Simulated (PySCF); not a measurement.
Static response to an electric field

Species: C2H11NSi2.
Numbering: `[CH3:1][Si@@H:2]([NH2:3])[CH2:4][SiH3:5]` (hydrogens: H6, H7, H8 on C1; H9 on Si2; H10, H11 on N3; H12, H13 on C4; H14, H15, H16 on Si5)

Structure used (GFN2-xTB), in Å, numbered top down from 1:
```xyz
16
C2H11NSi2 angstrom
C     -2.1551    0.9560   -0.6003
Si    -0.7141    0.1757    0.3566
N     -0.9729   -1.5299    0.2965
C      0.9554    0.4976   -0.4920
Si     2.4549   -0.3142    0.3281
H     -2.0281    2.0295   -0.6947
H     -3.1009    0.7833   -0.0964
H     -2.2357    0.5425   -1.6006
H     -0.6828    0.7595    1.7153
H     -1.8773   -1.8929    0.5500
H     -0.2498   -2.1379    0.6443
H      1.1202    1.5742   -0.5310
H      0.8978    0.1642   -1.5280
H      3.6860    0.0781   -0.3677
H      2.3437   -1.7762    0.2777
H      2.5510    0.0994    1.7309
```

Level: CAM-B3LYP/def2-SVPD (PySCF), static field, nuclei fixed, core orbitals frozen in the response. The polarisability tensor in these axes (au):

```
x   100.48  -4.02   2.90
y    -4.02  80.98  -2.12
z     2.90  -2.12  77.89
```

Q: What are the eigenvalues, a third of the trace, and Δα (Δα² = ½Σ(αi − αj)² over the three pairs)?

A: Principal values 76.78, 80.84 and 101.72 au; mean 86.45 au = 12.81 Å³ = 14.25 × 10⁻⁴⁰ C²·m²/J; Δα = 23.18 au (27 % of the mean).

Q: What is the dipole moment, and where does it point?

A: (-0.68, -0.13, 0.04) D, 0.70 D in size, pointing from the negative to the positive side. Measured along this direction, the outermost atoms are H14 at the negative end and H7 at the positive end.

Q: Estimate the molar refractivity from the static electronic polarisability.

A: Lorentz–Lorenz: R = (4π/3)N_A α = 2.5225 cm³/(mol·Å³) × 12.81 Å³ = 32.3 cm³/mol, in the limit of long wavelengths.

Q: In a dilute gas of rigid molecules at 500 K, how does the orientational term μ²/3kT compare with the electronic polarisability?

A: In Gaussian units μ²/3kT = 2.35 Å³ against 12.81 Å³, a ratio of 0.18; the Debye molar polarisation (4π/3)N_A(α + μ²/3kT) is 38.2 cm³/mol, leaving out the vibrational part.

Q: In TDDFT the mean static polarisability is Σ f/ω² over all singlet excitations (ω in hartree). How much of it do the 8 lowest give? Their energies (eV) and oscillator strengths: 6.56, 0.0191; 7.47, 0.0173; 7.68, 0.0349; 7.98, 0.0201; 8.13, 0.0024; 8.21, 0.1585; 8.34, 0.0651; 8.41, 0.0854.

A: They add up to 4.59 au, 5.3 % of the 86.45 au; the largest single term is 1.74 au, from the state at 8.21 eV. Terms in order: 0.33, 0.23, 0.44, 0.23, 0.03, 1.74, 0.69, 0.89 au. Higher excitations give the rest. The strengths listed sum to 0.403.

The structure is a single GFN2-xTB conformer in the gas phase; no vibrational or solvent corrections.
